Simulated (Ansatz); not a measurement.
# Counterpoise correction, worked out

The pair of H3O⁺ (SMILES [OH3+], atoms 1–4) and GeH4 (SMILES [GeH4], atoms 5–9), both closed shells, in one local arrangement (a lower one may exist), relaxed at PBE0-D4/def2-TZVP:

| atom | x (Å) | y (Å) | z (Å) |
| --- | --- | --- | --- |
| O1 | 0.1582 | -0.1468 | -1.9306 |
| H2 | 0.9021 | 0.3027 | -2.3682 |
| H3 | -0.6544 | -0.0649 | -2.4595 |
| H4 | 0.0250 | 0.1655 | -0.9133 |
| Ge5 | -0.0813 | -0.1050 | 1.6392 |
| H6 | -0.4755 | 1.0556 | 2.5409 |
| H7 | 1.3644 | -0.5729 | 1.7605 |
| H8 | -0.1371 | 0.5996 | 0.1932 |
| H9 | -1.1013 | -1.2337 | 1.5378 |

Computed with Ansatz 0.2.0 (basis: def2-TZVPPD); correlated methods freeze the cores. Filled d shells of the heavier atoms are correlated. The def2 sets are not built for correlating such inner shells, so the correlated values are less sure here.

CCSD(T) total energies in eV:

| system | geometry | basis functions | energy |
| --- | --- | --- | --- |
| pair | pair | all | -58630.33315 |
| H3O⁺ | as in the pair | all (partner as ghosts) | -2084.62979 |
| GeH4 | as in the pair | all (partner as ghosts) | -56544.84535 |
| H3O⁺ | as in the pair | its own | -2084.61681 |
| GeH4 | as in the pair | its own | -56544.81496 |
| H3O⁺ | free (PBE0-D4 minimum) | its own | -2084.79107 |
| GeH4 | free (PBE0-D4 minimum) | its own | -56544.96249 |

(1) Work out the interaction energy with and without the counterpoise correction, the superposition error, and the binding energy from the relaxed fragments.

T1 diagnostic: at most 0.012.

Answers

(1) Without correction: -58630.33315 − (-2084.61681) − (-56544.81496) = -0.90138 eV.
With correction (each fragment in the whole basis): -58630.33315 − (-2084.62979) − (-56544.84535) = -0.85801 eV = -19.79 kcal/mol.
The superposition error is the difference, 0.04337 eV, 5 % of the uncorrected value: each fragment borrows its partner's functions.
Deformation from the free shapes: 0.17426 eV for H3O⁺ and 0.14753 eV for GeH4.
Binding energy from relaxed fragments: -0.85801 + 0.17426 + 0.14753 = -0.53622 eV = -12.37 kcal/mol (electronic, without zero-point energy; negative means bound). For comparison, the corrected interaction energy by CCSD(T) at an estimated basis limit (MP2 extrapolated from triple and quadruple zeta, plus CCSD(T) − MP2 in triple zeta) is -0.872 eV; triple zeta with the correction binds less.

For scale, one of the runs: CCSD(T)/def2-TZVPPD, 213 basis functions, launched by `ansatz run in.yaml --threads 4 --pin off --events-out ev --progress --plain --max-ram 9574MiB`. Time: 42 s of wall clock on 4 CPU threads of an Arm Neoverse V2; the host was shared. Peak host memory: 3 GiB.
